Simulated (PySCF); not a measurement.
The multiplicity is imposed and other spin states were not computed.

**[Zn(Cl)(F)] (charge 0, multiplicity 1)**

The numbers are results of PySCF with PBE-D3(BJ)/def2-TZVP // r2SCAN-D4/def2-SVP, not measurements.

```yaml
HOMO: -7.97 eV
dipole_moment: 0.58 D
LUMO: -2.75 eV
HOMO–LUMO gap: 5.22 eV
charge on the central atom (Mulliken): 0.68 e
charge on the central atom (meta-Löwdin): 1.28 e
total_energy: -2339.0354 Ha
cost: about 25 core-seconds (a rough figure)
```

```xyz
3

Zn     0.0259     0.0061     0.0082
Cl     1.9629     0.4626     0.6200
F     -1.5827    -0.3730    -0.4999
```
